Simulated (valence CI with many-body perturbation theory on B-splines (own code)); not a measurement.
Ladder of approximations for As28+

Computed by valence CI with perturbative core correlation (CI+MBPT): three valence electrons over a frozen Dirac-Fock core [He], a basis of 11 s, 11 p, 9 d, 7 f, 5 g, 2 h, 1 i functions for each j, with the one-electron correlation potential Σ1 (screened to all orders), the two-electron term Σ2, the three-electron term Σ3, Breit, model QED; selected single and double excitations, second order for the rest (own B-spline code, finite nucleus).

The last digits are not significant, and no measured levels were compared; by estimate large intervals hold to a few tenths of a per cent, small ones and those within an open d or f shell to about a per cent.

Each rung adds one term. CI alone is the Dirac-Coulomb CI over the frozen core; QED comes last and gives the full result, which names the levels. Energies are above 2s²2p ²P°_1/2 on the same rung, in eV.

Names give the largest LS component (configuration and term), which can be under half, so a name can repeat, a term be missing and a line seem to break the LS rules; names also repeat where a configuration has a term twice.

```csv
Level,CI alone,+ Σ1,+ Σ2,+ Σ3,+ Breit,Full
2s²2p ²P°_3/2,42.8,42.8,42.8,42.8,41.7,41.8
2s2p² ⁴P_1/2,75.1,74.9,74.9,74.9,75.8,74.8
2s2p² ⁴P_3/2,100.4,100.2,100.2,100.2,100.3,99.4
2s2p² ⁴P_5/2,115.5,115.3,115.3,115.3,114.5,113.5
2s2p² ²D_3/2,147.3,147.2,147.1,147.0,146.7,145.8
2s2p² ²P_1/2,157.9,157.8,157.5,157.5,158.0,157.0
2s2p² ²D_5/2,164.7,164.5,164.5,164.4,163.3,162.4
2s2p² ²S_1/2,203.3,203.1,203.0,203.0,202.5,201.6
2s2p² ²P_3/2,205.5,205.4,205.1,205.1,204.0,203.1
2p³ ⁴S°_3/2,238.8,238.5,238.1,238.1,238.9,236.9
2p³ ²D°_3/2,271.3,270.9,270.6,270.6,270.9,269.0
2p³ ²D°_5/2,282.2,281.8,281.5,281.5,280.9,278.9
2p³ ²P°_1/2,303.8,303.5,303.2,303.2,303.6,301.7
2p³ ²P°_3/2,334.3,334.0,333.7,333.7,332.9,331.0
2s²3s ²S_1/2,1729.2,1729.5,1729.4,1729.4,1727.5,1727.8
2s²3p ²P°_1/2,1759.2,1759.4,1759.4,1759.3,1757.8,1757.8
2s²3p ²P°_3/2,1771.2,1771.5,1771.4,1771.4,1769.5,1769.5
2s2p3s ⁴P°_1/2,1788.5,1788.6,1788.6,1788.5,1787.8,1787.1
2s2p3s ⁴P°_3/2,1797.0,1797.1,1797.0,1797.0,1795.8,1795.1
```

Problem. How does the ionisation energy move along the ladder, and which term matters most?

Solution. CI alone 3090.9, + Σ1 3091.3, + Σ2 3091.2, + Σ3 3091.2, + Breit 3088.9, + QED 3089.0 eV. The largest step is Breit, -2.3 eV. NIST lists 3088.1 ± 1.9 eV (semi-empirical).
